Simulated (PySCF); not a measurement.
# Relaxation of singlet Tl(OH)₃

Method: B3LYP in PySCF with Tl def2-SVP with ECP60, O def2-SVP, H def2-SVP; scalar-relativistic core potentials, no spin–orbit coupling; density-fitted integrals. A (50,194) grid was used.

A hand-made trigonal planar (heavy-atom frame) start, of C3h symmetry, held to at least that symmetry:

```xyz
7
charge 0 multiplicity 1, angstrom
Tl    0.0000    0.0000    0.0000
O     2.0700    0.0000    0.0000
O    -1.0350    1.7927    0.0000
O    -1.0350   -1.7927    0.0000
H     2.6871   -0.7354    0.0000
H    -0.7067    2.6948    0.0000
H    -1.9804   -1.9594    0.0000
```

Optimiser trace:
```
step  E − E(last) (kJ/mol)  largest gradient (Eh/bohr)
   0                 51.37                     0.02265
   1                 23.88                     0.01498
   2                  7.88                     0.02783
   3                  1.97                     0.00960
   4                  0.09                     0.00126
   5                  0.00                     0.00045
   6                  0.00                     0.00004
```

It ends at C3h with O–H 0.971 Å (×3), Tl–O 2.093 Å (×3); H–O–Tl 106.7° (×3), O–Tl–O 120.0° (×3). A frequency run shows a minimum. Other isomers or separated fragments may lie lower.

Final geometry:
```xyz
7
charge 0 multiplicity 1, angstrom
Tl    0.0000    0.0000    0.0000
O     2.0884    0.1394    0.0000
O    -1.1649    1.7389    0.0000
O    -0.9235   -1.8783    0.0000
H     2.4289   -0.7697    0.0000
H    -0.5478    2.4883    0.0000
H    -1.8811   -1.7186    0.0000
```

No spin–orbit coupling is included, which matters more the heavier the element.
